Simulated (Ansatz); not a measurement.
Br2Sn, charge +1, doublet, at a GFN2-xTB geometry (such geometries of metal compounds can be far from the true shape) (a state made from the parent by changing its charge; the spin is typed, not shown lowest) (core potentials on Sn); HF/def2-SVP (Ansatz, a quantum-chemistry and plane-wave program).

Here is a job for Ansatz.
Ansatz 0.2 input:
```yaml
crystal:
  periodic: [false, false, false]
  atoms:
    - {symbol: Sn, position_ang: [-0.02282736, -0.00101572, 1.02101170]}
    - {symbol: Br, position_ang: [1.03639339, 1.68673076, -0.70481009]}
    - {symbol: Br, position_ang: [-1.00378288, -1.68527973, -0.75377805]}
basis:
  gaussian:
    orbitals: def2-SVP
hamiltonian:
  xc: hf
total_charge: 1
magnetization: {spin_polarized: true, initial_magnetization: 1}
accuracy: high
```

What the program printed (banner, timings and long lists left out):

```
Functional definition: HF
1701 factors; integrals over basis functions are off by at most 4.6e-9 eV
mean field evaluation 1: about -145776.5136 eV, gradient 2.0e1 eV
mean field evaluation 2: about -145776.5709 eV, gradient 2.0e1 eV
mean field evaluation 4: about -145780.1495 eV, gradient 2.3e0 eV
mean field evaluation 8: about -145780.2991 eV, gradient 2.6e-1 eV
mean field evaluation 16: about -145780.3065 eV, gradient 1.7e-8 eV
mean field evaluation 32: about -145780.2961 eV, gradient 2.6e-2 eV
mean field evaluation 64: about -145779.9312 eV, gradient 2.4e0 eV
mean field evaluation 96: about -145779.8957 eV, gradient 7.1e-1 eV
mean field evaluation 128: about -145779.5988 eV, gradient 5.0e-1 eV
mean field evaluation 160: about -145779.2991 eV, gradient 1.8e0 eV
mean field evaluation 192: about -145779.9940 eV, gradient 7.6e-1 eV
mean field evaluation 224: about -145778.8102 eV, gradient 1.2e1 eV
mean field evaluation 256: about -145780.2459 eV, gradient 1.2e0 eV
mean field evaluation 288: about -145779.0201 eV, gradient 5.1e0 eV
mean field evaluation 320: about -145780.0482 eV, gradient 1.1e-1 eV
mean field evaluation 352: about -145780.2973 eV, gradient 2.4e-2 eV
mean field evaluation 384: about -145780.3065 eV, gradient 5.4e-3 eV
mean field -145780.31546924 eV, -5357.3277800477 hartree, gradient 2.9e-8 eV, S^2 0.768343; 6 other end points of the search recorded, 0 dependent functions left out
reference -145780.31546924 eV, -5357.3277800477 hartree; 46, 45 occupied and 44, 45 virtual orbitals, 1701 factors
Total energy: -145780.31546924 eV, -5357.3277800477 hartree
```
